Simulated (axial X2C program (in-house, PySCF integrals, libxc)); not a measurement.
**What spin–orbit coupling does to MgI⁺**

Calculated with an in-house relativistic program for diatomic molecules. Spin-free means the one-electron spin-free X2C Hamiltonian; two-component (2c) means X2C with spin–orbit coupling and atomic mean-field two-electron Coulomb and Gaunt terms, so the difference of the two also holds small scalar two-electron terms. Basis: I dyall-cv3z [11s12p8d4f1g], Mg dyall-cv3z [9s8p6d3f] (cores contracted in-house); Gaussian nuclei, density fitting, unrestricted open shells. Masses: I 126.904 u, Mg 23.985 u.

Spin-free state: M_S = 0, Λ = 0 (closed shell); fragments I + Mg+.

```json
{"level": "PBE0", "Re (Å)": "2.455", "ωe (cm⁻¹)": "382.9", "De (eV)": "2.377", "μ (D)": "11.76"}
{"level": "HF", "Re (Å)": "2.462", "ωe (cm⁻¹)": "393.0", "De (eV)": "1.268", "μ (D)": "12.91"}
{"level": "MP2", "Re (Å)": "2.467", "ωe (cm⁻¹)": "389.9", "De (eV)": "2.344", "μ (D)": "n/a"}
{"level": "CCSD", "Re (Å)": "2.469", "ωe (cm⁻¹)": "384.4", "De (eV)": "2.260", "μ (D)": "n/a"}
{"level": "CCSD(T)", "Re (Å)": "2.472", "ωe (cm⁻¹)": "382.5", "De (eV)": "2.353", "μ (D)": "n/a"}
{"level": "LDA", "Re (Å)": "2.441", "ωe (cm⁻¹)": "380.3", "De (eV)": "2.814", "μ (D)": "11.14"}
```

Correlated methods: 8 electrons correlated (number of frozen shells: I 4 s, 3 p, 2 d; Mg 2 s, 1 p), 292 virtual spin orbitals or spinors in MP2, 90 natural virtuals in coupled cluster.

Dipoles are positive if Mg is the positive end and refer to the centre of mass.

Two-component determinant lowest at the distance of the search:

Ω = 0 (closed shell); fragments I + Mg+.

| level | Re (Å) | ωe (cm⁻¹) | De (eV) | μ (D) |
| --- | --- | --- | --- | --- |
| PBE0 | 2.464 | 373.2 | 2.144 | 11.60 |
| HF | 2.468 | 386.7 | 0.986 | 12.80 |
| MP2 | 2.473 | 383.8 | 2.086 | n/a |
| CCSD | 2.475 | 377.4 | 1.995 | n/a |
| CCSD(T) | 2.478 | 375.4 | 2.090 | n/a |
| LDA | 2.452 | 367.7 | 2.539 | 10.94 |

From the two tables, how do the constants change at the CCSD(T) level (2c against spin-free)?

At the CCSD(T) level Re increases by 0.006 Å and ωe goes down by 7.1 cm⁻¹; De changes by -0.263 eV.

One determinant describes the state; a PBE0 search over occupations chose it and may have missed a lower one. Closed shells are restricted here (equal orbitals for both partners); the stretched side of such a curve lies too high. De is counted from the lowest determinant-based energies of the atoms at the same level, without counterpoise correction. CCSD and (T) use frozen natural virtuals with an MP2 correction for the truncation; (T) itself is uncorrected, so its De runs slightly low. The functionals have no current-density term, which raises determinants with orbital currents, atoms included.
